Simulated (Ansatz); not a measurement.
Energy profile

The step: SiH₂ClF ([F][SiH2][Cl]) + H₂ → SiH₃Cl ([SiH3][Cl]) + HF; bonds formed: Si1–H7, F2–H6; bonds broken: Si1–F2, H6–H7 (atoms numbered as in the saddle structure below).

Si1  (-0.263, -0.256, -0.233)
F2  (0.399, 0.350, 1.476)
H3  (-0.265, -0.317, -1.719)
H4  (-0.136, -1.644, 0.244)
Cl5  (-2.040, 0.705, 0.094)
H6  (1.098, 0.611, 0.563)
H7  (1.206, 0.553, -0.424)
(Å)

Electronic energies by CCSD(T) at an estimated basis limit (MP2 extrapolated from triple and quadruple zeta, plus CCSD(T) − MP2 in triple zeta), on PBE0-D4/def2-TZVP structures; SiH4ClF, singlet; no counterpoise correction. Program: Ansatz 0.2.0. Basis: def2-TZVPP and def2-QZVPP. Cores are frozen in the correlated methods. Extrapolation: Hartree–Fock as exp(−7.88 √X), correlation as X^−2.97.

(1) Give the profile in kcal/mol, counted from the separated reactants. (To be estimated.)

The T1 diagnostic stays at or below 0.012.

Answers

(1) Computed:
```tsv
point	kcal/mol
separated: SiH2ClF (linked as [F][SiH2][Cl]; Si1, F2, H3, H4, Cl5; singlet) + H2 (H6, H7; singlet)	0.00
start structure	-0.40
saddle	63.24
end structure	25.19
separated: SiH3Cl (linked as [SiH3][Cl]; Si1, H3, H4, Cl5, H7; singlet) + HF (F2, H6; singlet)	28.45
```

For scale, one of the runs: CCSD(T)/def2-TZVPP, 171 basis functions, launched by `ansatz run in.yaml --threads 2 --pin off --events-out ev --progress --plain --max-ram 4352MiB`. The run took 27 s on 2 CPU threads of an Arm Neoverse V1 (shared host), with 1.4 GiB of host memory at its peak.
